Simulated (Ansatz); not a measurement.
A single point on BrClFH₂NSi, SMILES `N[Si](F)(Cl)Br`.

```yaml
crystal:
  periodic: [false, false, false]
  atoms:
    - {symbol: N, position_ang: [0.804658, -0.380573, 0.652275]}
    - {symbol: Si, position_ang: [-0.391226, 0.141555, -0.399469]}
    - {symbol: F, position_ang: [-0.096999, -0.140046, -1.931636]}
    - {symbol: Cl, position_ang: [-2.114520, -0.843552, 0.018822]}
    - {symbol: Br, position_ang: [-0.611336, 2.318459, -0.235806]}
    - {symbol: H, position_ang: [1.632555, 0.156814, 0.842408]}
    - {symbol: H, position_ang: [0.838266, -1.320458, 1.007805]}
basis:
  gaussian: {orbitals: def2-TZVPP}
hamiltonian: {xc: pbe}
correlation: {method: rpa}
```

```sh
$ ansatz run in.yaml --threads 4 --pin off --events-out ev --progress --plain
```

Shortened log:

```
Functional definition: PBE
  name "PBE"
  cite "Perdew, Burke & Ernzerhof, Phys. Rev. Lett. 77, 3865 (1996) doi:10.1103/PhysRevLett.77.3865"
  parent pbe
  parameter kappa = 0.804
  parameter beta = 0.06672455060314922
  exchange = pbe_x(kappa = kappa, mu = beta*pi^2/3)
  correlation = pbe_c(beta = beta)
1376 factors; integrals over basis functions are off by at most 1.1e-3 eV
mean field evaluation 1: about -94659.6672 eV, gradient 7.9e1 eV
mean field evaluation 2: about -94659.6653 eV, gradient 7.9e1 eV
mean field evaluation 4: about -94669.4486 eV, gradient 1.8e1 eV
mean field evaluation 8: about -94670.2919 eV, gradient 1.1e0 eV
mean field evaluation 16: about -94670.2941 eV, gradient 6.9e-4 eV
mean field -94670.29408727 eV, -3479.0691378772 hartree, gradient 1.6e-6 eV, S^2 0.000000; 0 other end points of the search recorded, 0 dependent functions left out
21 core orbitals not correlated: weight in the atoms' cores, before any rotation towards them, 1.000 or more for the frozen orbitals, at most 0.000 for the correlated occupied ones
reference -94590.95918351 eV, -3476.1536339390 hartree; 21, 21 occupied and 180, 180 virtual orbitals, 1376 factors
Total energy: -94634.33312433 eV, -3477.7475968643 hartree
```

Hardware: 4 threads of a server CPU on a shared host. Wall time 4.7 s, peak host memory 0.48 GiB.
